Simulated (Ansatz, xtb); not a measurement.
C4H8Se2: which of two isomers lies lower

We compare X, `C[C@@H]1CC[Se][Se]1`, a singlet, with Y, `C1CC[Se][Se]C1`, a singlet. Both are isolated molecules in the gas phase, relaxed with PBE-D3(BJ)/def2-SVP; the shapes shown needn't be the lowest conformers.

X (Å):

```xyz
14

C    -0.9376   -0.8842   -0.0569
C     0.3171   -1.2027   -0.8619
C     1.6353   -0.9533   -0.1173
C     1.8408    0.5185    0.2459
Se    1.2750    1.7130   -1.2576
Se    0.4427   -0.1305   -2.5399
H    -0.9927    0.1971    0.1823
H    -1.8532   -1.1490   -0.6191
H    -0.9402   -1.4533    0.8984
H     0.2960   -2.2507   -1.2300
H     1.6499   -1.5566    0.8194
H     2.4762   -1.3042   -0.7480
H     2.9030    0.7336    0.4709
H     1.2243    0.8168    1.1158
```

Y (Å):

```json
{"atom": "C", "x (Å)": "0.0184", "y (Å)": "-1.1235", "z (Å)": "0.3357"}
{"atom": "C", "x (Å)": "0.3515", "y (Å)": "-1.0090", "z (Å)": "-1.1623"}
{"atom": "C", "x (Å)": "0.6817", "y (Å)": "0.3929", "z (Å)": "-1.6770"}
{"atom": "C", "x (Å)": "1.1523", "y (Å)": "-0.7951", "z (Å)": "1.3081"}
{"atom": "Se", "x (Å)": "2.3845", "y (Å)": "1.1101", "z (Å)": "-0.9607"}
{"atom": "Se", "x (Å)": "1.6741", "y (Å)": "1.1165", "z (Å)": "1.2873"}
{"atom": "H", "x (Å)": "-0.8562", "y (Å)": "-0.4783", "z (Å)": "0.5713"}
{"atom": "H", "x (Å)": "-0.3044", "y (Å)": "-2.1696", "z (Å)": "0.5348"}
{"atom": "H", "x (Å)": "1.1952", "y (Å)": "-1.6907", "z (Å)": "-1.4075"}
{"atom": "H", "x (Å)": "-0.5259", "y (Å)": "-1.3813", "z (Å)": "-1.7366"}
{"atom": "H", "x (Å)": "0.8263", "y (Å)": "0.3869", "z (Å)": "-2.7774"}
{"atom": "H", "x (Å)": "-0.1140", "y (Å)": "1.1262", "z (Å)": "-1.4346"}
{"atom": "H", "x (Å)": "0.8422", "y (Å)": "-0.9848", "z (Å)": "2.3568"}
{"atom": "H", "x (Å)": "2.0656", "y (Å)": "-1.3894", "z (Å)": "1.1025"}
```

Quicker runs give these differences E(Y) − E(X): GFN2-xTB −0.038 eV; HF/STO-3G −0.078 eV (at GFN2-xTB geometries); r2SCAN-D4/def2-SVP −0.095 eV (at GFN2-xTB geometries).

Problem. Estimate E(Y) − E(X) at the level CCSD(T)/def2-SVP + ΔMP2/def2-TZVPP.

Solution. Too close to call at this level: CCSD(T)/def2-SVP + ΔMP2/def2-TZVPP gives E(Y) − E(X) = −0.044 eV.

The same difference at several levels:

```json
{"level": "GFN2-xTB", "geometry": "GFN2-xTB", "E(Y) − E(X) (eV)": "−0.038", "departure from the last row (eV)": "+0.007", "job, with rough time for the two": "optimisation, 0.26 s"}
{"level": "HF/STO-3G", "geometry": "GFN2-xTB", "E(Y) − E(X) (eV)": "−0.078", "departure from the last row (eV)": "−0.034", "job, with rough time for the two": "single point, 0.74 s"}
{"level": "r2SCAN-D4/def2-SVP", "geometry": "GFN2-xTB", "E(Y) − E(X) (eV)": "−0.095", "departure from the last row (eV)": "−0.051", "job, with rough time for the two": "single point, 5.2 s"}
{"level": "PBE-D3(BJ)/def2-SVP", "geometry": "PBE-D3(BJ)/def2-SVP", "E(Y) − E(X) (eV)": "−0.108", "departure from the last row (eV)": "−0.063", "job, with rough time for the two": "optimisation, 24 s"}
{"level": "HF/def2-SVP", "geometry": "PBE-D3(BJ)/def2-SVP", "E(Y) − E(X) (eV)": "−0.130", "departure from the last row (eV)": "−0.085", "job, with rough time for the two": "part of the CCSD(T) run"}
{"level": "MP2/def2-SVP", "geometry": "PBE-D3(BJ)/def2-SVP", "E(Y) − E(X) (eV)": "−0.022", "departure from the last row (eV)": "+0.022", "job, with rough time for the two": "part of the CCSD(T) run"}
{"level": "CCSD(T)/def2-SVP", "geometry": "PBE-D3(BJ)/def2-SVP", "E(Y) − E(X) (eV)": "−0.045", "departure from the last row (eV)": "−0.001", "job, with rough time for the two": "single point"}
{"level": "CCSD(T)/def2-SVP + ΔMP2/def2-TZVPP", "geometry": "PBE-D3(BJ)/def2-SVP", "E(Y) − E(X) (eV)": "−0.044", "departure from the last row (eV)": "", "job, with rough time for the two": "single point, 2.6 min"}
```

As drawn, both hold the same kinds of bond in the same numbers. Structure X has 1 methyl group, Y 0. Structure X has a 5-membered ring, Y a 6-membered ring.

The largest departure from CCSD(T)/def2-SVP + ΔMP2/def2-TZVPP is that of HF/def2-SVP, 0.085 eV. The last row adds to CCSD(T) the change of the MP2 difference between the two basis sets, here +0.001 eV.

With thermal terms from frequencies at re-optimised GFN2-xTB minima (ideal gas, soft modes damped towards free rotors, one conformer each, 298.15 K, 1 atm): the zero-point term adds +0.015 eV; ΔH is −0.041 and ΔG +0.002 eV.

The correlated steps freeze 22 core orbitals; the filled d shell of Se is correlated, in a basis made for valence electrons. Mirror images aren't counted in ΔG. Run with Ansatz 0.2.0, xtb 6.7.1; the last row on 4 threads of Arm Neoverse V1 on a shared host.
